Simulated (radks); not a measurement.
Values are calculated unless marked as measured or tabulated.
Task: The table gives one normalised radial function P(r) = r R(r) of Tl61+ in [Ar] 3d2 (r in bohr). Level of theory: scalar-relativistic Kohn-Sham, PBEsol, spin-polarised, spherical densities, finite nucleus; open shells are filled with parallel spins first (spin-orbit coupling, left out, can overturn this in heavy ions); Fermi nuclear charge, rms radius 5.4759 fm (a radial shooting solver on a logarithmic mesh with Libxc functionals).

r	P
0.0006898	0.0000
0.0007715	0.0000
0.0008561	0.0000
0.0009576	0.0001
0.001063	0.0001
0.001188	0.0001
0.001319	0.0001
0.001475	0.0002
0.001637	0.0002
0.001831	0.0003
0.002031	0.0004
0.002272	0.0006
0.002521	0.0008
0.002797	0.0010
0.003129	0.0014
0.003472	0.0018
0.003883	0.0024
0.004309	0.0032
0.004819	0.0043
0.005348	0.0057
0.005981	0.0077
0.006637	0.0101
0.007423	0.0136
0.008237	0.0179
0.009213	0.0240
0.01022	0.0314
0.01134	0.0410
0.01269	0.0545
0.01408	0.0708
0.01575	0.0935
0.01747	0.1207
0.01954	0.1579
0.02169	0.2018
0.02426	0.2612
0.02691	0.3299
0.0301	0.4209
0.0334	0.5237
0.03706	0.6461
0.04146	0.8017
0.046	0.9692
0.05145	1.1737
0.05709	1.3837
0.06386	1.6261
0.07085	1.8586
0.07925	2.1052
0.08794	2.3170
0.09836	2.5088
0.1091	2.6365
0.1221	2.7018
0.1355	2.6827
0.1503	2.5801
0.1681	2.3780
0.1865	2.1164
0.2086	1.7778
0.2315	1.4378
0.259	1.0769
0.2873	0.7737
0.3214	0.5029
0.3566	0.3121
0.3989	0.1700
0.4426	0.0878
0.495	0.0384
0.5493	0.0158

Which n and l does it have? It may be an empty orbital.

Result: n = 3, l = 2: the number of nodes gives n - l - 1 = 0, the rise at small r (about r^(l+1), flatter next to the nucleus through relativity) gives l, and the extent must fit the shell. The curve is that of 3d down; the table hardly tells the two spins apart. 3d down (empty): eigenvalue -6404.6 eV, 0 radial nodes, <r> = 0.149 bohr, 90 % of the charge inside 0.227 bohr.
